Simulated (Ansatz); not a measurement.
CH$_{5}$NO$_{2}$Si, SMILES `O=CN[SiH2]O`, relaxed with RKS PBE0-D4/def2-TZVP in Ansatz 0.2.0 from a PBE-D4/def2-SVP geometry. The force threshold is 0.005 eV/Å; the program also tests the step.

Charge 0, multiplicity 1.

Start:

```xyz
10

O     1.580   -0.808    0.641
C     1.463    0.344    0.219
N     0.299    0.842   -0.293
Si   -1.135   -0.248   -0.376
O    -1.207   -1.136    1.029
H     2.321    1.073    0.233
H     0.299    1.824   -0.583
H    -2.329    0.648   -0.476
H    -0.998   -1.088   -1.614
H    -0.293   -1.451    1.220
```

**Question.** By how much does the energy fall, and how many steps does the optimiser take? (Estimate.)

**Answer.** Ansatz gave: 9.45 kJ/mol, in 13 steps, 1 of them rejected.

**Question.** Which bonds change most? (Estimate.)

**Answer.** The calculation gave: N3–Si4 from 1.803 to 1.763 Å; Si4–O5 from 1.664 to 1.632 Å; O5–H10 from 0.986 to 0.962 Å; Si4–H9 from 1.502 to 1.480 Å.

**Question.** Give the relaxed structure. (Estimate.)

**Answer.** Ansatz gave: 
```xyz
10

O     1.644   -0.813    0.379
C     1.491    0.363    0.118
N     0.292    0.874   -0.242
Si   -1.070   -0.241   -0.347
O    -1.301   -1.040    1.058
H     2.323    1.088    0.160
H     0.234    1.869   -0.395
H    -2.256    0.611   -0.582
H    -0.821   -1.157   -1.482
H    -0.537   -1.555    1.334
```
